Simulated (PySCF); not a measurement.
Species: C₁₀H₁₅Cl.
Geometry (PBE0-D3(BJ)/def2-SVP, Å), atoms numbered from 1 in this order:
```xyz
26
C10H15Cl angstrom
Cl     2.0772    1.4228   -2.4876
C      1.0096    0.7257   -1.2001
C      1.8295   -0.2376   -0.3472
C      0.9271   -0.8282    0.7442
C      0.3815    0.3039    1.6201
C     -0.4321    1.2727    0.7564
C     -1.5967    0.5227    0.1028
C     -1.0502   -0.6079   -0.7738
C     -0.2372   -1.5775    0.0890
C     -0.1462   -0.0163   -1.8637
C      0.4713    1.8616   -0.3350
H      2.2429   -1.0332   -0.9874
H      2.6814    0.3015    0.0975
H      1.5185   -1.5248    1.3604
H     -0.2500   -0.1095    2.4242
H      1.2132    0.8393    2.1083
H     -0.8210    2.0937    1.3808
H     -2.2019    1.2162   -0.5052
H     -2.2638    0.1110    0.8787
H     -1.8843   -1.1451   -1.2542
H     -0.8813   -2.0275    0.8628
H      0.1460   -2.4059   -0.5304
H     -0.7098    0.6814   -2.5036
H      0.2525   -0.8102   -2.5153
H     -0.0881    2.5695   -0.9671
H      1.3138    2.4148    0.1099
```

The closed-shell ground state was solved at several levels (PySCF, density fitting, gas phase, non-relativistic).

```
              level  basis functions  total energy (Eh)  HOMO (eV)  LUMO (eV)  gap (eV)  dipole (D)
CAM-B3LYP/def2-SVPD              347          -849.7236      -9.37       0.91     10.28        2.75
      PBE0/pcSseg-1              269          -849.6520      -7.97       0.53      8.50        2.63
```

(1) Estimate the row for wB97X-D/pcSseg-1, a basis of 269 functions; the other rows only guide the guess.

(2) Over all these levels, which gives the widest orbital gap and which the narrowest?

(3) How far do the dipole and the HOMO energy spread over the levels?

## Answers

(1) Total energy -850.1373 Eh, HOMO -9.86 eV, LUMO 2.33 eV, gap 12.19 eV, dipole 2.69 D.

(2) wB97X-D/pcSseg-1 (range-separated hybrid) has the widest, 12.19 eV, and PBE0/pcSseg-1 (global hybrid, 25 % exact exchange) the narrowest, 8.50 eV. The two share the basis. From the narrowest to the widest the HOMO moves by -1.89 eV and the LUMO by +1.80 eV.

(3) The dipole runs from 2.63 to 2.75 D (mean 2.69 D) and the HOMO from -9.86 to -7.97 eV.

Note: wB97X-D ran without an empirical dispersion term, which enters the total energy and its gradient alone.
